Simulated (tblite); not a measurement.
Compound: C5H8NOSi (doublet state).
Atom-mapped SMILES: `[N:1]#[C:2][C@@H:3]1[CH2:4][CH2:5][CH2:6][Si@H:7]1[O:8]` (hydrogens: H9 on C3; H10, H11 on C4; H12, H13 on C5; H14, H15 on C6; H16 on Si7)
Bond orders are those of one Lewis drawing.

Computed with GFN2-xTB (tblite), gas phase: L-BFGS steps from a force-field or distance-geometry start until the largest atomic force falls under 0.01 eV/Å.

Step 20: E = -638.3152 eV
```
atom  x, y, z in Å  |  force x, y, z in eV/Å
N1     -1.6297    3.0504   -0.7052    0.021  -0.081   0.049
C2     -1.1284    2.0155   -0.6947    0.095   0.061  -0.014
C3     -0.5286    0.7470   -0.6850   -0.134  -0.038  -0.008
C4     -1.1789   -0.3063    0.1862    0.015  -0.022  -0.049
C5     -0.2314   -1.4925    0.1296   -0.045  -0.003  -0.027
C6      1.1412   -0.9859    0.5343   -0.026  -0.026   0.021
Si7     1.3579    0.9215    0.0648    0.008  -0.138  -0.057
O8      2.3514    1.2495   -1.0373   -0.049  -0.021   0.006
H9     -0.3220    0.3979   -1.6965   -0.041   0.043   0.056
H10    -1.2687    0.0486    1.2193   -0.083  -0.007  -0.144
H11    -2.1811   -0.5472   -0.1914    0.061   0.039   0.071
H12    -0.5584   -2.3087    0.7812    0.029   0.053   0.020
H13    -0.2061   -1.8815   -0.8907    0.031   0.011  -0.016
H14     1.9374   -1.5560    0.0667    0.055   0.068   0.017
H15     1.2710   -1.0249    1.6128    0.039   0.028   0.037
H16     1.1671    1.6814    1.2946    0.023   0.032   0.038
```

Step 21: E = -638.3184 eV
```
atom  x, y, z in Å  |  force x, y, z in eV/Å
N1     -1.6180    3.0553   -0.6956    0.024  -0.094   0.053
C2     -1.1256    2.0159   -0.6889    0.068   0.101  -0.025
C3     -0.5334    0.7451   -0.6856   -0.061  -0.006   0.003
C4     -1.1826   -0.3100    0.1801    0.014  -0.024  -0.020
C5     -0.2322   -1.4918    0.1322    0.016  -0.042  -0.021
C6      1.1398   -0.9842    0.5389    0.001   0.019   0.004
Si7     1.3580    0.9251    0.0641   -0.013  -0.175  -0.037
O8      2.3392    1.2501   -1.0497   -0.045  -0.017   0.011
H9     -0.3254    0.3996   -1.6975   -0.032   0.042   0.042
H10    -1.2842    0.0422    1.2120   -0.078   0.016  -0.115
H11    -2.1781   -0.5561   -0.2062   -0.003   0.027   0.055
H12    -0.5589   -2.3057    0.7842    0.010   0.022   0.063
H13    -0.2010   -1.8887   -0.8837    0.028   0.020  -0.065
H14     1.9371   -1.5513    0.0667    0.026   0.081   0.057
H15     1.2703   -1.0212    1.6183    0.039   0.015  -0.001
H16     1.1874    1.6845    1.2990    0.006   0.013  -0.003
```

Step 22: E = -638.3211 eV
```
atom  x, y, z in Å  |  force x, y, z in eV/Å
N1     -1.6081    3.0588   -0.6866    0.010  -0.049   0.053
C2     -1.1208    2.0173   -0.6839    0.042   0.087  -0.018
C3     -0.5386    0.7435   -0.6854    0.021   0.021   0.007
C4     -1.1856   -0.3139    0.1745    0.005  -0.022   0.001
C5     -0.2327   -1.4921    0.1338    0.061  -0.061  -0.010
C6      1.1385   -0.9824    0.5425    0.022   0.052  -0.006
Si7     1.3583    0.9250    0.0631   -0.022  -0.153   0.005
O8      2.3281    1.2509   -1.0604   -0.044  -0.019   0.011
H9     -0.3282    0.4022   -1.6968   -0.021   0.030   0.005
H10    -1.2998    0.0363    1.2039   -0.062   0.038  -0.059
H11    -2.1757   -0.5631   -0.2180   -0.067   0.003   0.022
H12    -0.5587   -2.3028    0.7883   -0.005  -0.006   0.083
H13    -0.1968   -1.8948   -0.8790    0.026   0.024  -0.087
H14     1.9377   -1.5463    0.0681    0.009   0.077   0.081
H15     1.2702   -1.0170    1.6226    0.032  -0.001  -0.029
H16     1.2047    1.6872    1.3019   -0.008  -0.020  -0.060
```

Step 23: E = -638.3236 eV
```
atom  x, y, z in Å  |  force x, y, z in eV/Å
N1     -1.5994    3.0618   -0.6777   -0.007   0.016   0.049
C2     -1.1148    2.0194   -0.6794    0.020   0.041   0.001
C3     -0.5430    0.7423   -0.6848    0.078   0.035   0.004
C4     -1.1885   -0.3180    0.1691   -0.010  -0.016   0.008
C5     -0.2323   -1.4935    0.1349    0.070  -0.055   0.003
C6      1.1377   -0.9798    0.5455    0.027   0.056  -0.007
Si7     1.3586    0.9219    0.0622   -0.017  -0.088   0.041
O8      2.3170    1.2514   -1.0700   -0.042  -0.024   0.009
H9     -0.3309    0.4054   -1.6960   -0.007   0.014  -0.035
H10    -1.3157    0.0314    1.1956   -0.037   0.052   0.000
H11    -2.1748   -0.5692   -0.2281   -0.099  -0.020  -0.012
H12    -0.5583   -2.3002    0.7936   -0.009  -0.025   0.076
H13    -0.1928   -1.9002   -0.8764    0.026   0.024  -0.075
H14     1.9388   -1.5405    0.0711    0.010   0.055   0.085
H15     1.2707   -1.0126    1.6258    0.020  -0.016  -0.038
H16     1.2202    1.6892    1.3032   -0.021  -0.051  -0.108
```

Q: Estimate the geometry and energy of step 24. (The exact step hangs on the optimiser's Hessian estimate; all steps are aligned on step 23, rigid shifts and turns removed.)

A: E = -638.3259 eV, largest force 0.147 eV/Å
```
atom  x, y, z in Å  |  force x, y, z in eV/Å
N1     -1.5916    3.0649   -0.6681   -0.017   0.062   0.044
C2     -1.1088    2.0220   -0.6754    0.004  -0.007   0.024
C3     -0.5459    0.7417   -0.6846    0.088   0.031  -0.003
C4     -1.1912   -0.3221    0.1640   -0.025  -0.005   0.003
C5     -0.2308   -1.4955    0.1359    0.040  -0.026   0.012
C6      1.1374   -0.9764    0.5485    0.013   0.028  -0.002
Si7     1.3587    0.9172    0.0621   -0.006  -0.005   0.048
O8      2.3058    1.2510   -1.0785   -0.034  -0.028   0.000
H9     -0.3340    0.4086   -1.6962    0.008   0.006  -0.059
H10    -1.3310    0.0283    1.1876   -0.009   0.052   0.041
H11    -2.1758   -0.5752   -0.2373   -0.086  -0.032  -0.036
H12    -0.5582   -2.2981    0.7998    0.002  -0.029   0.045
H13    -0.1881   -1.9045   -0.8752    0.025   0.024  -0.035
H14     1.9403   -1.5338    0.0753    0.027   0.022   0.072
H15     1.2718   -1.0093    1.6283    0.006  -0.025  -0.028
H16     1.2340    1.6901    1.3025   -0.035  -0.066  -0.127
```

The energy changes by -0.0023 eV. The first-order estimate −F·Δx gives -0.0032 eV and the mean of the old and new forces, exact on a quadratic surface, -0.0023 eV. The step makes an angle of 73° with the force vector and moves no atom by more than 0.018 Å.

The cost below is that of the whole relaxation. Hardware: one thread of an Arm Neoverse V2 (shared host). Cost: 0.56 s.
